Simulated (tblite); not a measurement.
Compound: C6H5FSi.
SMILES with atom numbers: `[CH:1]#[C:2][C:3]1=[CH:4][CH:5]=[C:6]([F:7])[SiH2:8]1` (hydrogens: H9 on C1; H10 on C4; H11 on C5; H12, H13 on Si8)

Computed geometry: GFN2-xTB, gas phase.

Question: List the bond lengths, angles and torsions at this level.

Answer: 
```
            bond  length (Å)
           C1≡C2       1.204
           C2–C3       1.397
           C3=C4       1.353
           C4–C5       1.446
           C5=C6       1.340
           C6–F7       1.349
          C6–Si8       1.899
          C3–Si8       1.901
           C1–H9       1.049
          C4–H10       1.080
          C5–H11       1.079
Si8–H12, Si8–H13       1.460
```

Bonds in one row agree within 0.01 Å and their mean is given. A selection of angles:
```
    angle  degrees
 C1–C2–C3    177.7
 C2–C3–C4    124.2
C2–C3–Si8    126.1
C4–C3–Si8    109.7
 C3–C4–C5    117.0
 C4–C5–C6    114.5
 C5–C6–F7    122.3
C5–C6–Si8    111.7
F7–C6–Si8    126.0
C3–Si8–C6     87.0
```

Dihedral angles: C2–C3–C4–C5 180° (antiperiplanar); C3–C4–C5–C6 0° (synperiplanar); C4–C5–C6–F7 180° (antiperiplanar); C5–C6–Si8–C3 0° (synperiplanar); C2–C3–Si8–C6 180° (antiperiplanar).

The 8 heavy atoms lie in one plane (0.000 Å rms). The 5 C–C bonds span 1.204 Å (C1≡C2, drawn triple) to 1.446 Å (C4–C5, drawn single), a spread of 0.242 Å. Si8 (SiH2 silicon) has angles from 87.0° to 114.2°. The 5-membered ring C3–C4–C5–C6–Si8 has internal angles of 87.0° to 117.0°; it is planar, 0.00 Å rms from its mean plane, widest ring torsion 0°.

Point group: Cs (every atom within 0.08 Å of its image). Its GFN2-xTB frequencies are all real (lowest 90 cm⁻¹).

Time: 0.2 s. Hardware: one thread of an Arm Neoverse V1, no GPU, shared host with 32 logical CPUs at a one-minute load of 26. These figures are those of the optimisation.
